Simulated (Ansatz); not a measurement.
A run on `CC1=[N+](C)[Sn-]([CH3])[N]1C` with other settings.

```yaml
crystal:
  periodic: [false, false, false]
  atoms:
    - {symbol: C, position_ang: [1.885941, -0.212110, -0.448589]}
    - {symbol: C, position_ang: [0.604582, -0.254023, -0.037633]}
    - {symbol: N, position_ang: [-0.551242, -0.484526, -0.989901]}
    - {symbol: C, position_ang: [-0.161904, -0.705879, -2.277463]}
    - {symbol: Sn, position_ang: [-2.036069, -0.820543, 0.534047]}
    - {symbol: C, position_ang: [-2.594702, 1.326952, 0.462654]}
    - {symbol: N, position_ang: [0.088078, -0.500152, 1.209837]}
    - {symbol: C, position_ang: [0.932469, -0.223914, 2.340865]}
    - {symbol: H, position_ang: [2.697122, 0.001753, 0.398610]}
    - {symbol: H, position_ang: [2.054860, 0.592580, -1.168120]}
    - {symbol: H, position_ang: [2.139674, -1.030894, -0.905060]}
    - {symbol: H, position_ang: [0.584806, -1.739456, -2.611322]}
    - {symbol: H, position_ang: [0.217787, 0.279171, -2.926914]}
    - {symbol: H, position_ang: [-1.207938, -1.046321, -2.874197]}
    - {symbol: H, position_ang: [-3.403656, 1.385330, -0.240676]}
    - {symbol: H, position_ang: [-2.950315, 1.650494, 1.333449]}
    - {symbol: H, position_ang: [-1.897713, 2.055553, 0.293300]}
    - {symbol: H, position_ang: [1.714678, -0.910956, 2.501960]}
    - {symbol: H, position_ang: [1.319122, 0.814445, 2.270346]}
    - {symbol: H, position_ang: [0.267396, 0.021074, 3.235791]}
basis:
  gaussian: {orbitals: STO-3G, fitting: {mean_field: cc-pVTZ-jkfit}}
total_charge: -1
magnetization: {spin_polarized: true, initial_magnetization: 1}
hamiltonian: {xc: {name: B97M-V}}
accuracy: high
output: {forces: true}
```

```sh
$ ansatz run in.yaml --threads 5 --pin off --events-out ev --progress --plain --max-ram 66560MiB --backend cpu
```

It prints (some lines left out):

```
Functional definition: B97M-V
Error: <dir> the basis set cc-pVTZ-JKFIT has no functions for Sn
```
